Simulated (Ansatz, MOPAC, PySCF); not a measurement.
Constitutional and geometric isomers with formula C2H3B. Isolated molecules, 0 K electronic values unless said otherwise. Strings in code marks are SMILES.

Quantity: electronic energy of isomers of C2H3B relative to `B1C=C1`, in kJ/mol. The restricted reference of `B=C=C` is unstable towards unrestricted orbitals. Semi-empirical values (MOPAC) are differences of heats of formation.

Level 1: frozen-core CCSDT(Q)/cc-pVTZ // B3LYP-D3(BJ)/def2-TZVP (Ansatz, a program for electronic structure)
Level 2: B3LYP/cc-pVTZ // B3LYP-D3(BJ)/def2-TZVP (Ansatz)
Level 3: PBE-D3(BJ)/def2-TZVP // B3LYP-D3(BJ)/def2-TZVP (PySCF)
Level 4: PM3 // B3LYP-D3(BJ)/def2-TZVP (MOPAC)

| species | level 2 | level 3 | level 4 |
|---|---|---|---|
| `B=C=C` | 98.9 | 105.1 | 115.6 |
| `BC#C` | 35.70 | 53.9 | 55.9 |

**Question.** What does level 1 give for each?

**Answer.** 
- `B=C=C`: 104.3
- `BC#C`: 33.74
